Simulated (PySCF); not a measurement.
PySCF input for Al(F)(Cl)(vinyl) (C2H3AlClF), SMILES [CH]([Al]([F])[Cl])=C, PBE0-D3(BJ)/def2-SVP. Coordinates come from a PBE0-D3(BJ)/def2-SVP optimisation. The structure was generated by enumeration; whether it is a known compound was not checked. One conformer was computed; it need not be the lowest.

```python
import numpy as np
from pyscf import gto, scf, dft, df
from pyscf.hessian import thermo

mol = gto.M(
    atom='''
    Al    0.51631334    0.15710905   -0.00000000
    F     1.94216724    1.00537909    0.00000000
    Cl   -1.25659403    1.27038731    0.00000000
    C     0.44943794   -1.76177118   -0.00000000
    C    -0.73210318   -2.39896913   -0.00000000
    H     1.36067024   -2.37412135    0.00000001
    H    -0.80948684   -3.49354297    0.00000001
    H    -1.68467212   -1.85530758   -0.00000000
    ''',
    basis='def2-SVP',
    charge=0,
    spin=0,
    max_memory=1600,
    verbose=3,
)
mf = dft.RKS(mol, xc='pbe0').density_fit(auxbasis='def2-universal-jkfit')
mf.disp = 'd3bj'
mf.grids.level = 3
mf.conv_tol = 1e-11
mf.max_cycle = 100
mf.kernel()

# analytic Hessian; the response equations are solved on a coarser grid
h, args, fine = mf.Hessian(), (mf.mo_energy, mf.mo_coeff, mf.mo_occ), mf.grids
h.max_memory = max(150, 2.5e-5 * df.make_auxmol(mol, mf.with_df.auxbasis).nao * mol.nelec[0] * (mol.nelec[0] + mol.nao))  # MB; small integral blocks
h1ao = h.make_h1(mf.mo_coeff, mf.mo_occ)
mf.grids = dft.Grids(mol).set(level=1).build(with_non0tab=True)
mo1, mo_e1 = h.solve_mo1(*args, h1ao)
mf.grids = fine
hess = h.hess_elec(*args, mo1, mo_e1, h1ao) + h.hess_nuc()
if mf.do_disp():
    hess += h.get_dispersion()
for i in range(mol.natm):  # the analytic DFT Hessian lacks the response of the grid: restore translational invariance
    hess[i, i] -= hess[i].sum(axis=0)
hess = (hess + hess.transpose(1, 0, 3, 2)) / 2
vib = thermo.harmonic_analysis(mol, hess, imaginary_freq=False)
thermo.dump_normal_mode(mol, vib)
th = thermo.thermo(mf, vib['freq_au'][vib['freq_au'] > 0], 298.15, 101325)
thermo.dump_thermo(mol, th)
g0 = mf.nuc_grad_method().set(verbose=0).kernel()

# dipole derivatives [dipole axis, atom, xyz] from the same response
r, irp = mol.intor('int1e_r'), mol.intor('int1e_irp').reshape(3, 3, mol.nao, mol.nao)
sl, dm0, ok = mol.aoslice_by_atom(), np.array(mf.make_rdm1()), []
dmu = np.einsum('a,xt->xat', mol.atom_charges(), np.eye(3))
for a, (_, _, p0, p1) in enumerate(sl):
    dmu[:, a] += 2 * np.einsum('xtij,ij->xt', irp[:, :, :, p0:p1], dm0.reshape(-1, mol.nao, mol.nao).sum(0)[:, p0:p1])
    for u, c, occ, f in [(mo1, mf.mo_coeff, mf.mo_occ, 4)]:
        dmu[:, a] -= f * np.einsum('tui,xuv,vi->xt', u[a], r, c[:, occ > 0], optimize=True)
L = vib['norm_mode']
ir = 974.8801 * (np.einsum('xat,kat->kx', dmu, L) ** 2).sum(1)       # km/mol
apt = np.einsum('xax->a', dmu) / 3
print('mode   freq/cm-1   IR/(km/mol)')
for k, w in enumerate(vib['freq_wavenumber']):
    print(f'{k + 1:4d} {w:11.2f} {ir[k]:13.3f}')
print('max |gradient| / (hartree/bohr):', abs(g0).max())
print('APT charges:', apt.round(4))
```

Program output:

```
converged SCF energy = -879.807135561849

WARN: DFTD3 does not support analytical Hessian, using finite difference


WARN: Mole.unit (angstrom) is changed to Bohr

Mode                                 0                   1                   2
Irrep
Freq [cm^-1]                       86.5632            103.7240            204.4188
Reduced mass [au]                   2.9071              4.9198             15.0490
Force const [Dyne/A]                0.0128              0.0312              0.3705
Char temp [K]                     124.5452            149.2358            294.1131
Normal mode                   x     y     z       x     y     z       x     y     z
       0  Al                 0.00 -0.00 -0.05   -0.06 -0.00 -0.00    0.01 -0.07  0.00
       1   F                 0.00  0.00  0.09   -0.02 -0.06  0.00   -0.11  0.13 -0.00
       2  Cl                -0.00 -0.00 -0.01    0.01  0.10 -0.00    0.07  0.02 -0.00
       3   C                 0.00  0.00 -0.15    0.02 -0.01 -0.00   -0.01 -0.07 -0.00
       4   C                -0.00  0.00  0.13    0.09 -0.15  0.00   -0.03 -0.03  0.00
       5   H                 0.00 -0.00 -0.37    0.08  0.09 -0.00   -0.03 -0.11 -0.00
       6   H                -0.00  0.00  0.14    0.22 -0.16  0.00   -0.07 -0.03 -0.00
       7   H                -0.00  0.00  0.37    0.03 -0.26  0.00   -0.01  0.00  0.00
Mode                                 3                   4                   5
Irrep
Freq [cm^-1]                      227.0074            306.0626            475.5065
Reduced mass [au]                   3.5275              4.5085              1.5619
Force const [Dyne/A]                0.1071              0.2488              0.2081
Char temp [K]                     326.6131            440.3559            684.1479
Normal mode                   x     y     z       x     y     z       x     y     z
       0  Al                -0.00  0.00  0.14   -0.05 -0.05 -0.00    0.00 -0.00 -0.06
       1   F                 0.00 -0.00 -0.07   -0.06 -0.06  0.00    0.00  0.00  0.02
       2  Cl                -0.00  0.00 -0.04   -0.01  0.03  0.00   -0.00  0.00  0.01
       3   C                 0.00  0.00 -0.06    0.14 -0.03  0.00    0.00 -0.00  0.15
       4   C                 0.00  0.00 -0.00    0.06  0.14 -0.00   -0.00 -0.00 -0.02
       5   H                 0.00 -0.00 -0.35    0.11 -0.08  0.00    0.00 -0.00 -0.34
       6   H                 0.00 -0.00 -0.24   -0.13  0.15  0.00   -0.00 -0.00 -0.58
       7   H                 0.00  0.00  0.27    0.15  0.29 -0.00    0.00  0.00  0.40
Mode                                 6                   7                   8
Irrep
Freq [cm^-1]                      479.1847            700.2914            895.4954
Reduced mass [au]                   9.8620              5.7997             17.4771
Force const [Dyne/A]                1.3342              1.6758              8.2574
Char temp [K]                     689.4401           1007.5634           1288.4185
Normal mode                   x     y     z       x     y     z       x     y     z
       0  Al                 0.07 -0.03  0.00   -0.07  0.11  0.00   -0.11 -0.07 -0.00
       1   F                 0.07  0.04 -0.00    0.03  0.01 -0.00    0.14  0.08  0.00
       2  Cl                -0.09  0.06 -0.00    0.03 -0.02  0.00    0.01 -0.00  0.00
       3   C                 0.04 -0.13 -0.00    0.05 -0.15 -0.00   -0.01  0.02  0.00
       4   C                -0.02 -0.03  0.00   -0.02 -0.05  0.00    0.01  0.02  0.00
       5   H                -0.00 -0.19  0.00    0.02 -0.20  0.00    0.04  0.10  0.00
       6   H                -0.13 -0.03  0.00   -0.25 -0.03  0.00    0.03  0.01 -0.00
       7   H                 0.03  0.06 -0.00    0.08  0.13 -0.00   -0.00 -0.00 -0.00
Mode                                 9                  10                  11
Irrep
Freq [cm^-1]                      993.4517           1018.8929           1055.0159
Reduced mass [au]                   1.1420              1.3558              1.0732
Force const [Dyne/A]                0.6640              0.8293              0.7038
Char temp [K]                    1429.3558           1465.9600           1517.9329
Normal mode                   x     y     z       x     y     z       x     y     z
       0  Al                -0.02  0.01 -0.00    0.00  0.00 -0.00   -0.00 -0.00  0.00
       1   F                 0.01  0.00 -0.00   -0.00 -0.00  0.00    0.00  0.00 -0.00
       2  Cl                 0.00  0.00 -0.00    0.00 -0.00  0.00   -0.00  0.00 -0.00
       3   C                 0.04 -0.03 -0.00    0.00 -0.00 -0.05   -0.00  0.00  0.07
       4   C                -0.01  0.08 -0.00   -0.00  0.00  0.14    0.00  0.00  0.00
       5   H                -0.30 -0.53  0.00   -0.00 -0.00  0.07    0.00 -0.00 -0.75
       6   H                 0.52  0.05 -0.00   -0.00 -0.00 -0.63    0.00  0.00  0.31
       7   H                -0.27 -0.37  0.00   -0.00 -0.00 -0.55   -0.00 -0.00 -0.52
Mode                                12                  13                  14
Irrep
Freq [cm^-1]                     1262.9687           1418.3672           1662.2212
Reduced mass [au]                   1.3749              1.2012              4.3631
Force const [Dyne/A]                1.2922              1.4238              7.1028
Char temp [K]                    1817.1308           2040.7146           2391.5662
Normal mode                   x     y     z       x     y     z       x     y     z
       0  Al                 0.01  0.01  0.00   -0.00  0.01  0.00   -0.00 -0.01 -0.00
       1   F                -0.00 -0.00  0.00   -0.00 -0.00  0.00    0.00 -0.00  0.00
       2  Cl                 0.00 -0.00 -0.00    0.00 -0.00 -0.00    0.00  0.00 -0.00
       3   C                 0.05 -0.10  0.00   -0.09 -0.07 -0.00    0.15  0.10 -0.00
       4   C                -0.09  0.06 -0.00    0.01  0.01  0.00   -0.17 -0.10  0.00
       5   H                 0.48  0.53 -0.00    0.00  0.08 -0.00    0.04 -0.10  0.00
       6   H                 0.23  0.03  0.00    0.64 -0.01 -0.00    0.22 -0.14  0.00
       7   H                -0.27 -0.25 -0.00    0.34  0.54 -0.00    0.03  0.28 -0.00
Mode                                15                  16                  17
Irrep
Freq [cm^-1]                     3129.1141           3163.2293           3224.7958
Reduced mass [au]                   1.0594              1.0921              1.1169
Force const [Dyne/A]                6.1117              6.4381              6.8433
Char temp [K]                    4502.0985           4551.1826           4639.7631
Normal mode                   x     y     z       x     y     z       x     y     z
       0  Al                 0.00  0.00 -0.00    0.00  0.00  0.00   -0.00 -0.00  0.00
       1   F                 0.00  0.00 -0.00   -0.00 -0.00 -0.00    0.00  0.00  0.00
       2  Cl                -0.00  0.00  0.00    0.00  0.00  0.00    0.00  0.00 -0.00
       3   C                 0.01 -0.01  0.00    0.07 -0.04  0.00   -0.01  0.01 -0.00
       4   C                 0.06  0.03 -0.00   -0.02  0.00  0.00   -0.05  0.08 -0.00
       5   H                -0.15  0.10 -0.00   -0.77  0.52 -0.00    0.10 -0.07  0.00
       6   H                -0.03 -0.71  0.00   -0.00  0.04 -0.00   -0.05 -0.64  0.00
       7   H                -0.55  0.33 -0.00    0.18 -0.10  0.00    0.59 -0.33  0.00
temperature 298.1500 [K]
pressure 101325.00 [Pa]
Rotational constants [GHz] 3.39466 2.47637 1.43185
Symmetry number 1
Zero-point energy (ZPE) 0.04649 [Eh]   122056.843 [J/mol]
                           tot       elec      trans        rot        vib
Entropy [J/mol/K]       344.488      0.000    167.195    115.819     61.475
Cv [J/mol/K]             85.641      0.000     12.472     12.472     60.697
Cp [J/mol/K]             93.955      0.000     20.786     12.472     60.697
Internal energy [J/mol]                      3718.434   3718.434 131899.099
Internal energy [Eh]   -879.75407  -879.80714
Enthalpy [J/mol]                             6197.391   3718.434 131899.099
Enthalpy [Eh]          -879.75312
Gibbs free energy [J/mol]                  -43651.724 -30813.042 113570.448
Gibbs free energy [Eh] -879.79224
mode   freq/cm-1   IR/(km/mol)
   1       86.56         1.135
   2      103.72         1.293
   3      204.42        24.418
   4      227.01        29.489
   5      306.06         8.312
   6      475.51        67.629
   7      479.18        24.300
   8      700.29       148.443
   9      895.50       133.972
  10      993.45        15.349
  11     1018.89        26.439
  12     1055.02        14.770
  13     1262.97         3.885
  14     1418.37        23.715
  15     1662.22        16.786
  16     3129.11        11.451
  17     3163.23         1.985
  18     3224.80         4.009
max |gradient| / (hartree/bohr): 0.00023463668991074757
APT charges: [ 1.5825 -0.6597 -0.5483 -0.4971  0.0068  0.0252  0.0471  0.0434]
```

Self-consistency was reached.

Cost: about 2.3 core-minutes (a rough figure).
